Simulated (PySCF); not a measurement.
# Bond lengths and vibrations by method: Al2H2O

These are calculations, not measurements. They come from PySCF 2.14.0, an open-source quantum chemistry program, on an isolated molecule that a program drew, which may never have been made. The molecule is Al2H2O (charge 0, singlet), drawn as the SMILES string `[O]=[Al][AlH2]`.

The geometry was optimised and harmonic frequencies were computed with HF and MP2, all in the cc-pV(D+d)Z basis, for the commonest isotopes, with a restricted reference for singlets and an unrestricted one otherwise, and a frozen core in MP2. Each result is a local minimum of its method.

Geometry at the HF minimum:
```xyz
5
Al2H2O, angstrom
O     2.8028    0.3787   -2.3481
Al    1.6022    1.1603   -1.6922
Al   -0.3845    2.4538   -0.6066
H    -0.1621    3.1604    0.7815
H    -1.7635    2.5005   -1.3629
```

Lengths of the bonds as drawn, in Å (atoms numbered as above):
| bond | HF | MP2 |
|---|---|---|
| O1-Al2 | 1.576 | 1.635 |
| Al2-Al3 | 2.607 | 2.596 |
| Al3-H4 | 1.573 | 1.575 |
| Al3-H5 | 1.573 | 1.575 |

Rotational constants, in GHz:
| constant | HF | MP2 |
|---|---|---|
| A | 132 | 132.2 |
| B | 2.424 | 2.387 |
| C | 2.38 | 2.344 |

Harmonic frequencies in cm^-1, each column in rising order, so a row needn't be the same motion in every method:
```
rank,HF,MP2
1,147,121
2,148,122
3,325,319
4,428,409
5,576,556
6,822,?
7,1195,1017
8,2013,1980
9,2025,1999
```

**Estimate the missing MP2 frequency from the HF column.**

A single factor s that minimises the squared misfit of MP2 against s times HF over the other rows is sum(HF x MP2) / sum(HF^2) = 0.9648, with an rms misfit of 53 cm^-1. For rank 6 it gives 0.9648 x 822 = 793 cm^-1. The calculation gives 787 cm^-1, 6 cm^-1 below the estimate. The drawn bonds are on average 0.9 % longer in MP2 than in HF.
